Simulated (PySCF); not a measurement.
# Computed records: B₂H₃

Computed with PySCF 2.14.0. Calculation on a computer-drawn molecule: vertical ionisation energy to the stated ion spin, frozen-core CCSD(T) at the basis limit and cheaper methods, single-reference cases, UHF for radicals, no spin-orbit; all values are single points at the evaluated structure, the first of each entry, which is the reference or a displaced copy of it and isn't optimised; the reference structure only sets the zero of the energies above reference; triples share is (T) over the correlation energy.

Common to all runs: charge 0; multiplicity 2; ion multiplicity 1; diffuse functions no; basis cc-pVnZ; reference is the Hartree-Fock double-zeta minimum; best is HF at quadruple zeta + MP2 correlation extrapolated from triple and quadruple zeta + CCSD(T) minus MP2 at triple zeta; basis step is the size of the change from the same recipe one zeta lower.

(1) 
```xyz
5
formula=B2H3 ionisation_energy_best=9.12 ionisation_energy_basis_step=0.01517 energy_above_reference_best=7.105 energy_above_reference_basis_step=0.3887 total_energy_HF_triple_zeta=-51.0207 total_energy_CCSD(T)_triple_zeta=-51.2424 total_energy_best=-51.2665 T1_diagnostic_at_triple_zeta=0.01955 D1_diagnostic_at_triple_zeta=0.04554 spin_squared_at_triple_zeta=0.7593 ion_T1_diagnostic_at_triple_zeta=0.01485 ion_D1_diagnostic_at_triple_zeta=0.03774 triples_share_at_triple_zeta=0.03234 basis_functions_triple_zeta=102 dipole_magnitude_HF_at_triple_zeta=1.48 dipole_magnitude_CCSD_unrelaxed_at_triple_zeta=1.396 dipole_magnitude_PBE_at_triple_zeta=1.166 dipole_magnitude_r2SCAN_at_triple_zeta=1.223 dipole_magnitude_B3LYP_at_triple_zeta=1.3 dipole_magnitude_wB97X_at_triple_zeta=1.409
B     -0.0633    -0.6836     0.7385
B     -0.3705     0.3415     1.7586
H      0.2093    -1.3472    -0.2654
H     -1.4985     0.4416     2.3795
H      0.5297     0.9923     2.2847
```

Units: ionisation_energy_best, ionisation_energy_basis_step in eV; energy_above_reference_best, energy_above_reference_basis_step in kcal/mol; total_energy_HF_triple_zeta, total_energy_CCSD(T)_triple_zeta, total_energy_best in hartree; dipole_magnitude_HF_at_triple_zeta, dipole_magnitude_CCSD_unrelaxed_at_triple_zeta, dipole_magnitude_PBE_at_triple_zeta, dipole_magnitude_r2SCAN_at_triple_zeta, dipole_magnitude_B3LYP_at_triple_zeta, dipole_magnitude_wB97X_at_triple_zeta in debye.

Reference structure:
```xyz
5
B2H3
B     -0.0584    -0.6571     0.6060
B     -0.3229     0.3559     1.8146
H      0.1372    -1.4049    -0.2895
H     -1.4236     0.4655     2.2843
H      0.5774     1.0145     2.2618
```

Drawn bonds:
```csv
atom,other atom,order
1,2,1
1,3,1
2,4,1
2,5,1
```

Triple zeta:
```csv
method,ionisation energy (eV),energy above reference (kcal/mol)
HF,8.429,9.222
PBE,9.362,5.37
r2SCAN,9.435,5.901
B3LYP,9.261,6.415
wB97X,9.11,6.758
MP2,9.025,7.868
CCSD,9.019,7.669
CCSD(T),9.076,7.457
```

(2) 
```xyz
5
formula=B2H3 ionisation_energy_best=9.179 ionisation_energy_basis_step=0.01469 energy_above_reference_best=8.6 energy_above_reference_basis_step=0.4589 total_energy_HF_triple_zeta=-51.0179 total_energy_CCSD(T)_triple_zeta=-51.2399 total_energy_best=-51.2642 T1_diagnostic_at_triple_zeta=0.01941 D1_diagnostic_at_triple_zeta=0.04566 spin_squared_at_triple_zeta=0.7593 ion_T1_diagnostic_at_triple_zeta=0.01486 ion_D1_diagnostic_at_triple_zeta=0.03776 triples_share_at_triple_zeta=0.03237 basis_functions_triple_zeta=102 dipole_magnitude_HF_at_triple_zeta=1.48 dipole_magnitude_CCSD_unrelaxed_at_triple_zeta=1.378 dipole_magnitude_PBE_at_triple_zeta=1.138 dipole_magnitude_r2SCAN_at_triple_zeta=1.198 dipole_magnitude_B3LYP_at_triple_zeta=1.277 dipole_magnitude_wB97X_at_triple_zeta=1.388
B     -0.0633    -0.6836     0.7385
B     -0.3663     0.3276     1.7448
H      0.2093    -1.3472    -0.2654
H     -1.4943     0.4277     2.3657
H      0.5339     0.9784     2.2709
```

Units: ionisation_energy_best, ionisation_energy_basis_step in eV; energy_above_reference_best, energy_above_reference_basis_step in kcal/mol; total_energy_HF_triple_zeta, total_energy_CCSD(T)_triple_zeta, total_energy_best in hartree; dipole_magnitude_HF_at_triple_zeta, dipole_magnitude_CCSD_unrelaxed_at_triple_zeta, dipole_magnitude_PBE_at_triple_zeta, dipole_magnitude_r2SCAN_at_triple_zeta, dipole_magnitude_B3LYP_at_triple_zeta, dipole_magnitude_wB97X_at_triple_zeta in debye.

Reference structure:
```xyz
5
B2H3
B     -0.0584    -0.6571     0.6060
B     -0.3229     0.3559     1.8146
H      0.1372    -1.4049    -0.2895
H     -1.4236     0.4655     2.2843
H      0.5774     1.0145     2.2618
```

Drawn bonds:
```csv
atom,other atom,order
1,2,1
1,3,1
2,4,1
2,5,1
```

Triple zeta:
```csv
method,ionisation energy (eV),energy above reference (kcal/mol)
HF,8.491,11.03
PBE,9.419,6.763
r2SCAN,9.493,7.275
B3LYP,9.319,7.779
wB97X,9.17,8.211
MP2,9.087,9.439
CCSD,9.078,9.284
CCSD(T),9.136,9.06
```

(3) 
```xyz
5
formula=B2H3 ionisation_energy_best=8.808 ionisation_energy_basis_step=0.01764 energy_above_reference_best=4.603 energy_above_reference_basis_step=0.06389 total_energy_HF_triple_zeta=-51.0271 total_energy_CCSD(T)_triple_zeta=-51.2472 total_energy_best=-51.2705 T1_diagnostic_at_triple_zeta=0.02056 D1_diagnostic_at_triple_zeta=0.05697 spin_squared_at_triple_zeta=0.7597 ion_T1_diagnostic_at_triple_zeta=0.01452 ion_D1_diagnostic_at_triple_zeta=0.03679 triples_share_at_triple_zeta=0.03223 basis_functions_triple_zeta=102 dipole_magnitude_HF_at_triple_zeta=1.407 dipole_magnitude_CCSD_unrelaxed_at_triple_zeta=1.445 dipole_magnitude_PBE_at_triple_zeta=1.291 dipole_magnitude_r2SCAN_at_triple_zeta=1.328 dipole_magnitude_B3LYP_at_triple_zeta=1.388 dipole_magnitude_wB97X_at_triple_zeta=1.468
B     -0.0633    -0.6836     0.7385
B     -0.3944     0.4212     1.8379
H      0.2093    -1.3472    -0.2654
H     -1.5224     0.5213     2.4588
H      0.5058     1.0720     2.3640
```

Units: ionisation_energy_best, ionisation_energy_basis_step in eV; energy_above_reference_best, energy_above_reference_basis_step in kcal/mol; total_energy_HF_triple_zeta, total_energy_CCSD(T)_triple_zeta, total_energy_best in hartree; dipole_magnitude_HF_at_triple_zeta, dipole_magnitude_CCSD_unrelaxed_at_triple_zeta, dipole_magnitude_PBE_at_triple_zeta, dipole_magnitude_r2SCAN_at_triple_zeta, dipole_magnitude_B3LYP_at_triple_zeta, dipole_magnitude_wB97X_at_triple_zeta in debye.

Reference structure:
```xyz
5
B2H3
B     -0.0584    -0.6571     0.6060
B     -0.3229     0.3559     1.8146
H      0.1372    -1.4049    -0.2895
H     -1.4236     0.4655     2.2843
H      0.5774     1.0145     2.2618
```

Drawn bonds:
```csv
atom,other atom,order
1,2,1
1,3,1
2,4,1
2,5,1
```

Triple zeta:
```csv
method,ionisation energy (eV),energy above reference (kcal/mol)
HF,8.101,5.254
PBE,9.069,3.364
r2SCAN,9.131,4.07
B3LYP,8.963,4.553
wB97X,8.795,4.498
MP2,8.699,5.084
CCSD,8.705,4.614
CCSD(T),8.765,4.448
```
